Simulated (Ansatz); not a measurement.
Two isomers of CH8FNO2Si2: A = `C[SiH](F)N[SiH](O)O`, B = `CN([SiH2]O)[SiH](O)F`.

Computed with Ansatz on PBE0-D4/def2-TZVP structures; ΔE is electronic, products minus reactants. CCSD(T)/CBS adds triple-zeta CCSD(T) − MP2 to the extrapolated MP2 energy (def2 sets, frozen cores). Functionals use def2-TZVPP. B3LYP here is the variant with VWN-RPA as its local correlation; programs differ in this. Each species was taken in one conformer, which may not be the lowest.

(1) Which is lower in electronic energy at CCSD(T)/CBS, and by how much? (An estimate is asked.)

(2) Give E(B) − E(A) in kcal/mol with r2SCAN-D4, B3LYP-D4, HF/def2-TZVPP, MP2/def2-TZVPP, B3LYP, CCSD/def2-TZVPP, PBE-D4. (Estimate.)

Largest T1 diagnostic: 0.011.

Results:

(1) Computed: A, by 23.6 kcal/mol.

(2) Computed: r2SCAN-D4 24.3, B3LYP-D4 22.6, HF/def2-TZVPP 23.1, MP2/def2-TZVPP 23.4, B3LYP 23.7, CCSD/def2-TZVPP 23.0, PBE-D4 23.2. None reverses the order clearly.

The D4 term adds −1.0 kcal/mol with B3LYP and −0.5 kcal/mol with PBE0; it sums over pairs of atoms, weighted by their polarisabilities, and B3LYP, whose exchange is more repulsive, gets the larger term.
